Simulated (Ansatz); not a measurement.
Reaction (formal loss of a carbene): `[CH3][Ge][Cl]` → `[CH2]` (triplet) + `[Cl][GeH]`

Program: Ansatz. Geometries: PBE0-D4/def2-TZVP. ΔE: electronic, gas phase. CCSD(T)/CBS adds triple-zeta CCSD(T) − MP2 to the extrapolated MP2 energy (def2 sets, frozen cores). This one scheme is used for every species. Functionals use def2-TZVPP. Triplets are unrestricted, without spin–orbit coupling. For Ge outer-core shells are correlated without core-valence functions, which leaves a few kJ/mol of doubt a bond. Scalar relativity is left out up to krypton.

`[CH3][Ge][Cl]`:

Z-matrix (Å, degrees):
```
C
Ge 1 1.984
H 1 1.094 2 109.4
H 1 1.092 2 111.6 3 121.3
H 1 1.094 2 109.6 3 -117.3
Cl 2 2.199 1 96.1 3 59.2
```

`[CH2]` (triplet):

Z-matrix (Å, degrees):
```
C
H 1 1.079
H 1 1.079 2 134.9
```

`[Cl][GeH]`:

Z-matrix (Å, degrees):
```
Ge
Cl 1 2.183
H 1 1.600 2 93.7
```

| species | CAM-B3LYP-D4 energy (Eh) |
| --- | --- |
| `[CH3][Ge][Cl]` | -2577.28748 |
| `[CH2]` (triplet) | -39.14166 |
| `[Cl][GeH]` | -2537.96467 |

**Question.** Work out ΔE.

**Answer.** ΔE = (-39.14166) + (-2537.96467) − (-2577.28748) = 0.18115 Eh = +113.7 kcal/mol. CCSD(T)/CBS gives +115.7 kcal/mol.

Largest T1 diagnostic among the species: 0.013.

From PBE to PBE0 (25 % exact exchange), in def2-TZVPP and without D4, ΔE moves by −2.0 kcal/mol. At CCSD(T), def2-SVP lies −8.2 kcal/mol from the extrapolated value and def2-TZVPP −3.2 kcal/mol. Leaving LDA and LC-ωPBE aside and taking each functional with its dispersion term where it has one, the values, not all of them listed here, spread over 8.0 kcal/mol, from r2SCAN0-D4 to ωB97X-V. LDA lies +16.9 kcal/mol from PBE without D4.
